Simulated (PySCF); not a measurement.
Delta-SCF ions had no search for a lower state. Excitations are Tamm–Dancoff values on a coarser integration grid. The basis has no diffuse functions, so Rydberg states are missing or too high.

Species: H$_{3}$ClSi$_{3}$, SMILES `Cl[Si]1[SiH2][SiH]=1` (charge 0, multiplicity 1).

What LUMO, S1–T1 gap (TDA), vertical ionisation energy (Delta-SCF), dipole moment and T1 excitation (TDA) does M06-2X/def2-TZVP // PBE0-D3(BJ)/def2-TZVP run with PySCF give?


* **LUMO**: -0.97 eV
* **S1–T1 gap (TDA)**: 0.78 eV
* **vertical ionisation energy (Delta-SCF)**: 7.98 eV
* **dipole moment**: 1.06 D
* **T1 excitation (TDA)**: 2.42 eV
